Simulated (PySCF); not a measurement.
Gas-phase reaction: 2 InCl + 2 H → InHCl₂ + InH

Energies from PySCF, thermal terms from the rigid-rotor harmonic-oscillator model, ideal gas at 1 bar. † marks an energy on the PBE0/def2-TZVP geometry and frequencies; other levels use their own. MP2 freezes the core. Open shells (unrestricted): H (multiplicity 2); the rest are closed-shell singlets. B3LYP is the form with VWN-RPA correlation. In: scalar-relativistic def2 core potential, no spin-orbit coupling. InHCl₂, InH: computed as isolated molecules; such fragments, hydroxides, amides, oligomers or adducts are transient or little studied in the gas. MP2 isn't extrapolated to the basis-set limit; its ΔH°(298 K) is -259.5 kJ in def2-SVP and -241.4 kJ in def2-TZVPP. The harmonic model lacks anharmonicity and excited electronic states, which grow with temperature; levels with a mode under 35 cm⁻¹ are left out. Soft modes under 120 cm⁻¹ make the harmonic entropy rough for InHCl₂.

| level | ΔE electronic, kJ | ΔH°(298 K), kJ | ΔS°(298 K), J/K | ΔG°(800 K), kJ |
|---|---|---|---|---|
| B3LYP/def2-TZVP† | -274 | -255 | -205 | -87 |
| BLYP/def2-TZVP† | -253 | -235 | -205 | -67 |
| HF/def2-TZVP† | -205 | -187 | -205 | -19 |
| MP2/def2-SVP† | -278 | -260 | -205 | -92 |
| PBE0/def2-TZVP | -279 | -260 | -205 | -92 |
| r2SCAN/def2-TZVP† | -290 | -272 | -205 | -104 |
| ωB97X-V/def2-TZVP† | -309 | -291 | -205 | -123 |
ΔH° is lowest at ωB97X-V/def2-TZVP† and highest at HF/def2-TZVP†. No reference value is set beside these.
